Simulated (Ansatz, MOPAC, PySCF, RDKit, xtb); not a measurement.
Dimer: HF (SMILES F) (first 2 atoms) with C2H2 (SMILES C#C); geometry from B3LYP-D3(BJ)/def2-TZVP, rigid monomers moved along the line of their centres of mass till H2···C3 is 3.92 Å.
(charge 0, multiplicity 1):
```xyz
6

F     -0.032    -0.012     0.349
H     -0.018    -0.004     1.283
C      0.281    -0.523     5.157
C     -0.204     0.572     5.156
H      0.712    -1.496     5.166
H     -0.635     1.545     5.163
```

```csv
level,interaction energy (kcal/mol),"minus CCSD(T)/CBS(aug-cc-pVDZ, aug-cc-pVTZ)",cost
UFF,-0.15,0.76,-
GFN-FF,-0.49,0.42,-
AM1,-0.25,0.67,-
PM3,-0.22,0.70,-
PM6,-0.23,0.69,-
PM7,-0.39,0.53,-
GFN2-xTB,-0.72,0.20,-
HF/STO-3G (no counterpoise),-0.30,0.62,-
HF/3-21G (no counterpoise),-0.94,-0.02,-
HF/6-31G*,-0.89,0.03,-
HF/6-31G* (no counterpoise),-1.02,-0.10,-
HF/aug-cc-pVDZ,-0.95,-0.03,-
HF/aug-cc-pVTZ,-0.94,-0.02,-
PBE/def2-TZVPPD,-0.90,0.01,×1
PBE-D3(BJ)/def2-TZVPPD,-1.03,-0.11,×1
PBE-D4/def2-TZVPPD,-0.99,-0.07,×1
BP86/6-31G* (no counterpoise),-0.81,0.11,-
r2SCAN/def2-TZVPPD,-0.90,0.02,×2
r2SCAN-D4/def2-TZVPPD,-0.96,-0.04,×2
B3LYP/3-21G (no counterpoise),-0.81,0.11,-
B3LYP/6-31G*,-0.77,0.15,-
B3LYP/6-31G* (no counterpoise),-0.89,0.02,-
B3LYP/6-311+G** (no counterpoise),-0.88,0.03,-
B3LYP/def2-TZVPPD,-0.79,0.13,×1
B3LYP-D4/def2-TZVPPD,-0.89,0.03,×1
PBE0/def2-TZVPPD,-0.91,0.01,×1
PBE0-D3(BJ)/def2-TZVPPD,-1.03,-0.11,×1
PBE0-D4/def2-TZVPPD,-0.99,-0.08,×1
wB97X-V/def2-TZVPPD,-0.95,-0.03,×2
wB97M-V/def2-TZVPPD,-0.96,-0.04,×3
MP2/6-31G* (no counterpoise),-0.94,-0.02,-
MP2/aug-cc-pVTZ,-0.91,0.01,-
"MP2/CBS(aug-cc-pVDZ, aug-cc-pVTZ)",-0.92,0.00,-
SCS-MP2/aug-cc-pVDZ,-0.86,0.06,-
SCS-MP2/aug-cc-pVTZ,-0.87,0.05,-
CCSD/aug-cc-pVDZ,-0.88,0.04,-
CCSD/aug-cc-pVTZ,-0.90,0.02,-
CCSD(T)/aug-cc-pVDZ,-0.89,0.03,×5
CCSD(T)/aug-cc-pVTZ,-0.91,0.01,×50*
"CCSD(T)/CBS(aug-cc-pVDZ, aug-cc-pVTZ)",-0.92,0.00,×50*
```

 The comparison column counts from a level with limits of its own.

The rows run from -1.03 (PBE0-D3(BJ)/def2-TZVPPD) to -0.15 kcal/mol (UFF). In aug-cc-pVTZ the value moves HF -0.94, MP2 -0.91, CCSD -0.90, CCSD(T) -0.91, a shift of 0.04 from HF to CCSD(T). From aug-cc-pVDZ to aug-cc-pVTZ CCSD(T) changes by -0.02. The dispersion term adds -0.12 in PBE-D3(BJ), -0.08 in PBE-D4, -0.06 in r2SCAN-D4. The 6 functionals in def2-TZVPPD without D3 or D4 span 0.17, from wB97M-V to B3LYP.

Monomers are frozen at their geometry in the pair; levels with a basis set take the counterpoise correction. Rows marked so take none. RDKit's UFF carries no charges.

Correlated levels freeze the cores. CBS: X⁻³ extrapolation of the correlation energy, Hartree–Fock from the larger set. Rows in 3-21G, 6-311+G**, 6-31G*, STO-3G carry no dispersion term and start afresh at each structure (6-31G* with six Cartesian d functions). MP2/6-31G* freezes PySCF's default core. The state that AM1, PM3, PM6, PM7 reach isn't checked; PM7 holds dispersion and hydrogen-bond terms.

Programs: Ansatz (a first-principles code); MOPAC for AM1, PM3, PM6, PM7 (differences of heats of formation); PySCF for 3-21G rows, 6-311+G** rows, 6-31G* rows, STO-3G rows, the dispersion terms; RDKit for the force fields; xtb for the GFN methods. Each number belongs to the level named beside it.

Costs are rough ratios of core time to PBE/def2-TZVPPD (about 3 s over the structures, on one shared machine); a dash marks a level with no comparable run of its own. A star marks coupled-cluster runs past 200 virtual orbitals, where the program's memory plan changes under this machine's limit, so their costs aren't comparable with smaller runs.
